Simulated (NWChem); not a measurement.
Molecule: CH₄I₂Si; SMILES C[SiH](I)I

No frequency run checked for a minimum. def2 effective core potentials on I; no spin-orbit coupling.

Problem. Give the equilibrium geometry at PBE0/def2-SVP with def2 effective core potentials on I (NWChem) as a Z-matrix, with the point group.

Solution. point group Cs; any orientation.
```
Si
H 1 1.4876
C 1 1.8649 2 113.01
H 3 1.0998 1 110.52 2 180.00
H 3 1.1013 4 108.80 1 120.63
H 3 1.1013 4 108.80 5 118.74
I 1 2.4526 2 106.92 3 120.80
I 1 2.4526 2 106.92 3 -120.80
```
